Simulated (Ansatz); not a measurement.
**Which is lower?**

The two ends of one reaction step of ZrH$_{2}$Cl$_{4}$, singlet (PBE0-D4/def2-TZVP).

A:

| atom | x (Å) | y (Å) | z (Å) |
| --- | --- | --- | --- |
| Zr1 | -0.6886 | -0.3367 | -0.9766 |
| Cl2 | 0.3567 | -1.8052 | 0.4781 |
| Cl3 | 0.3183 | -0.4691 | -3.0579 |
| Cl4 | -2.9264 | -0.9029 | -1.1638 |
| Cl5 | -0.5071 | 1.8267 | -0.1698 |
| H6 | 1.8035 | 0.4839 | 2.5037 |
| H7 | 1.6435 | 1.2034 | 2.3865 |

B:

```tsv
atom	x (Å)	y (Å)	z (Å)
Zr1	-0.3404	0.5221	-0.4163
Cl2	0.7203	-2.0289	0.7228
Cl3	0.9213	-0.1471	-2.2612
Cl4	-2.3869	-0.5397	-0.0595
Cl5	-0.8369	2.7547	-0.7650
H6	1.2781	-1.3620	1.6678
H7	0.6444	0.8009	1.1115
```

Ansatz 0.2.0; basis: def2-TZVPP; cores frozen in the correlated methods. Core potentials replace the inner electrons of the atoms past krypton. B3LYP uses VWN-RPA correlation.

(1) Which structure is lower at CCSD(T), and by how much? (Judge from chemistry; the value comes from the calculation.)

The T1 diagnostic stays at or below 0.016.

Answers

(1) The calculation gives: A, by 168.8 kJ/mol (electronic energy, against the other). By their contacts, A is a complex of ZrCl₄ ([Cl][Zr]([Cl])([Cl])[Cl]) + H₂ and B is ZrH₂Cl₄ ([Cl][ZrH]([Cl])([Cl])[ClH]).

All methods give the same order:

```json
{"method": "SPW92", "E(B) − E(A) (kJ/mol)": "153.8"}
{"method": "PBE-D4", "E(B) − E(A) (kJ/mol)": "171.6"}
{"method": "BLYP-D4", "E(B) − E(A) (kJ/mol)": "175.9"}
{"method": "r2SCAN-D4", "E(B) − E(A) (kJ/mol)": "177.6"}
{"method": "B97M-V", "E(B) − E(A) (kJ/mol)": "163.9"}
{"method": "PBE0-D4", "E(B) − E(A) (kJ/mol)": "168.4"}
{"method": "B3LYP-D4", "E(B) − E(A) (kJ/mol)": "172.6"}
{"method": "r2SCAN0-D4", "E(B) − E(A) (kJ/mol)": "172.4"}
{"method": "BHLYP-D4", "E(B) − E(A) (kJ/mol)": "168.5"}
{"method": "CAM-B3LYP-D4", "E(B) − E(A) (kJ/mol)": "167.0"}
{"method": "wB97X-V", "E(B) − E(A) (kJ/mol)": "165.6"}
{"method": "wB97M-V", "E(B) − E(A) (kJ/mol)": "163.8"}
{"method": "B2PLYP", "E(B) − E(A) (kJ/mol)": "178.2"}
{"method": "PBE-QIDH", "E(B) − E(A) (kJ/mol)": "172.5"}
{"method": "RPA on PBE", "E(B) − E(A) (kJ/mol)": "163.5"}
{"method": "HF", "E(B) − E(A) (kJ/mol)": "172.4"}
{"method": "MP2", "E(B) − E(A) (kJ/mol)": "180.8"}
{"method": "CCSD", "E(B) − E(A) (kJ/mol)": "164.3"}
{"method": "CCSD(T)", "E(B) − E(A) (kJ/mol)": "168.8"}
```

Labels in which every atom is bracketed show which atoms are joined, not bond orders.

For scale, one of the runs: CCSD(T)/def2-TZVPP, 252 basis functions, launched by `ansatz run in.yaml --threads 8 --pin off --events-out ev --progress --plain --max-ram 19148MiB`. Hardware: 8 CPU threads of an Arm Neoverse V2, shared host. Wall time 110 s; peak host memory 5.5 GiB.
